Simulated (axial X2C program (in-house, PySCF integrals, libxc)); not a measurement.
**CoBr⁻: properties at the nuclei**

Calculated with an axial X2C code built on PySCF integrals: two-component X2C with atomic mean-field Coulomb and Gaunt terms, Gaussian nuclei, basis Br dyall-acv3z, Co dyall-acv3z with contracted cores.

R = 2.373 Å (near the PBE0 minimum at charge -1 of the determinant lowest at the starting distance; the state shown can have its own minimum elsewhere).

Determinant lowest in the PBE0 search, Ω = 9/2 (⟨Sz⟩ = 1.50, ⟨Lz⟩ = 3.00 at PBE0), spin on the atoms Br 0.03, Co 1.47:

```tsv
level	Eeff magnitude (GV/cm)	Ws magnitude Br (kHz)	Ws magnitude Co (kHz)	A∥/gI Br (MHz)	qzz Br (a.u.)	A∥/gI Co (MHz)	qzz Co (a.u.)
PBE0	1.11	0.0718	0.0456	30.7	1.60	426	-0.81
HF	0.426	0.0121	0.0214	3.53	0.73	425	0.02
PBE	1.3	0.0831	0.0516	41.3	1.77	459	-0.98
LDA	1.37	0.0849	0.0561	46.6	1.81	481	-0.95
r2SCAN	1.3	0.0838	0.0509	38.2	1.55	459	-1.06
```

Eeff is the effective electric field on the electron electric dipole moment in this Ω state and Ws the scalar–pseudoscalar constant of the nucleus named (defined with the proton number Z and per Ω); A∥ (defined per Ω) follows by multiplying with gI = μI/(I μN); qzz is the electric field gradient, eQq0 = 234.96 MHz × Q/barn × qzz. The operators were transformed with the bare-nucleus X2C matrices; with these basis sets, hyperfine constants and field gradients can be off by tens of per cent, and where levels differ in sign neither size nor sign is settled.

With gI(59Co) = 1.3220 (g factors from the IAEA table of nuclear moments by Stone), turn the PBE0 values of the first state into constants in MHz.

A∥(59Co) = 426 × 1.3220 = 563 MHz.

Each state is one determinant with collinear spin, which with several unpaired electrons need not be a pure state. Unrestricted Hartree–Fock can overshoot spin polarisation at the nuclei. In the state Ω = 9/2 the sign of Eeff differs between levels (HF against PBE0). For an anion, determinants above electron detachment, or with a positive highest level, are held by the basis set. With several open shells hyperfine constants can be off by a factor of several. Where Eeff spreads by more than a factor of two the levels disagree and none is to be relied on. At r2SCAN a later determinant lies lower. States lie within half an eV, so the first need not be the ground state. The sign of Ws at Br differs between levels in the first state. The sign of Ws at Co differs between levels in the first state. Further determinants of the search, some of them spin-mixed, are not shown. Where a field gradient or hyperfine factor spreads by more than a factor of two over the levels, a constant derived from it is not to be relied on.
